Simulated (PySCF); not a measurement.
# Working out the ionisation energy of Sb+

Sb+ [Kr] 4d10 5s2 5p2 (3P) → Sb(2+) [Kr] 4d10 5s2 5p1 (2P). Computed with PySCF 2.14 in x2c-TZVPPall with one added diffuse shell each of s, p, d, f type (9s7p5d3f, 76 functions), with the spin-free X2C one-electron Hamiltonian (Gaussian nucleus). Frozen: [Kr] 4d10. Energies in hartree (1 hartree = 27.21139 eV):

```tsv
part	Sb+ (lower)	Sb(2+) (upper)
UHF	-6477.637596	-6477.049627
CCSD correlation	-0.057634	-0.045237
(T)	-0.001355	-0.000577
```

What does Hartree-Fock give?

(-6477.049627) − (-6477.637596) = 0.587969 hartree = 15.999 eV.

What do CCSD and CCSD(T) give?

The CCSD correlation energies differ by 0.012397 hartree = 0.337 eV and the triples by 0.000778 hartree = 0.021 eV, so CCSD gives 16.336 eV and CCSD(T) 16.357 eV.

Reference: 16.626 ± 0.025 eV (measured; NIST Atomic Spectra Database, ionization energies), between the lowest levels; spin-orbit coupling is absent from the calculation.

What remains against the reference includes basis incompleteness, the frozen core and higher excitations.
